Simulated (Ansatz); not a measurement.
```yaml
crystal:
  periodic: [false, false, false]
  atoms:
    - {symbol: Sn, position_ang: [-0.783264, 0.743376, -0.757656]}
    - {symbol: H, position_ang: [-2.302151, 0.766096, 0.154760]}
    - {symbol: H, position_ang: [-0.213942, 2.224736, -0.784677]}
    - {symbol: H, position_ang: [-1.152873, 0.033670, -2.221167]}
    - {symbol: Sn, position_ang: [0.689464, -0.825842, 0.758590]}
    - {symbol: H, position_ang: [2.438071, -1.142450, -0.165530]}
    - {symbol: H, position_ang: [0.131701, -1.932433, 1.347712]}
    - {symbol: H, position_ang: [1.123660, -0.177497, 2.191348]}
basis:
  gaussian: {orbitals: STO-3G}
total_charge: -1
magnetization: {spin_polarized: true, initial_magnetization: 1}
hamiltonian: {xc: {name: PBE0}, dispersion: d4}
scf: {lower_state_search: off}
```

```sh
$ ansatz run in.yaml --threads 2 --pin off --events-out ev --progress --plain --max-ram 4352MiB
```

Shortened log:

```
Functional definition: PBE0
  name "PBE0"
  cite "Adamo & Barone, J. Chem. Phys. 110, 6158 (1999) doi:10.1063/1.478522"
  cite "Perdew, Burke & Ernzerhof, Phys. Rev. Lett. 77, 3865 (1996) doi:10.1103/PhysRevLett.77.3865"
  parent pbe
  parameter a = 0.25
  parameter kappa = 0.804
  parameter beta = 0.06672455060314922
  exchange = (1 - a)*pbe_x(kappa = kappa, mu = beta*pi^2/3) + a*exact_x
  correlation = pbe_c(beta = beta)
these checks for a lower state are left out or cut short: stability, starts, cluster_reference, orbital_swaps, neighbouring_geometries, increment
802 factors; integrals over basis functions are off by at most 3.3e-5 eV
mean field evaluation 1: about -324722.7695 eV, gradient 1.0e1 eV
mean field evaluation 2: about -324721.9607 eV, gradient 1.3e1 eV
mean field evaluation 4: about -324724.5141 eV, gradient 7.0e-1 eV
mean field evaluation 8: about -324724.4831 eV, gradient 5.3e-2 eV
mean field evaluation 16: about -324724.4831 eV, gradient 3.0e-5 eV
mean field -324724.48314988 eV, -11933.4046495982 hartree, gradient 5.4e-6 eV, S^2 0.759307; 0 other end points of the search recorded, 0 dependent functions left out
reference -324724.48316593 eV, -11933.4046501878 hartree; 54, 53 occupied and 6, 7 virtual orbitals, 802 factors
Total energy: -324724.65441537 eV, -11933.4109434888 hartree
Checks for a lower state left out: stability, starts, cluster_reference, orbital_swaps, neighbouring_geometries, increment
```

Hardware: 2 threads of Arm Neoverse N1 on a shared host. Wall time 2.5 s.

The highest occupied level of an anion often lies above zero with these methods, and sets without diffuse functions describe the outer electron poorly.
